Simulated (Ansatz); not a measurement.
Series (ClBeX)2: PBE0-D4/def2-SVP single points in Ansatz on relaxed structures, gas phase. Binding counts from free atoms in the multiplicity of their measured ground term, without zero-point energy. The structures are stationary points that may keep the symmetry of their start.

```csv
species,atoms,state,geometry,HOMO (eV),LUMO (eV),gap (eV),binding per atom (eV),point group (within 0.1 Å)
(ClBe-mu-H)2 (Be2H2Cl2),6,singlet,PBE-D4/def2-TZVP,-8.77,-2.50,6.28,2.96,–
(ClBe-mu-Cl)2 (Be2Cl4),6,singlet,PBE0-D4/def2-SVP,-9.14,-0.62,8.52,3.46,D2h
(ClBe-mu-OH)2 (Be2Cl2O2H2),8,singlet,r2SCAN-D4/def2-SVP,-8.59,-0.21,8.38,4.03,D2h
(ClBe-mu-NH2)2 (Be2N2Cl2H4),10,singlet,PBE-D4/def2-SVP,-8.06,-0.41,7.65,3.70,C2v
```

Q: Estimate the rows for (ClBe-mu-F)2 (Be2Cl2F2) (singlet, r2SCAN-D4/def2-SVP geometry).

A: 
```json
{"species": "(ClBe-mu-F)2 (Be2Cl2F2)", "atoms": "6", "state": "singlet", "geometry": "r2SCAN-D4/def2-SVP", "HOMO (eV)": "-9.36", "LUMO (eV)": "-0.64", "gap (eV)": "8.72", "binding per atom (eV)": "4.06", "point group (within 0.1 Å)": "D2h"}
```

The gap (eV) runs from 6.28 ((ClBe-mu-H)2) to 8.72 ((ClBe-mu-F)2).
